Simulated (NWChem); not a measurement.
H2Se2O; SMILES [SeH][Se]O

```xyz
5

Se     0.4008    -0.9273    -0.0050
O     -1.2255    -1.7099     0.0541
H     -1.5483    -1.7517    -0.8564
Se    -0.0615     1.3365    -0.0248
H     -0.1848     1.5193     1.4355
```
Atoms are numbered in this order, from 1.

All runs: NWChem. Pople sets run with spherical d functions. The geometry was optimised at PBE0/def2-SVP. Ions are spin-unrestricted doublets at the neutral geometry; other ion states weren't tried.

Question: Order these by “ΔSCF minus −ε(HOMO) (eV)”, lowest first: B3LYP/6-31G*; M06-2X/6-31G*; LDA (Slater exchange, VWN5)/6-31G*; Hartree-Fock/6-31G*.

Answer: Hartree-Fock/6-31G* (-1.25), M06-2X/6-31G* (1.06), B3LYP/6-31G* (2.54), LDA (Slater exchange, VWN5)/6-31G* (3.40)
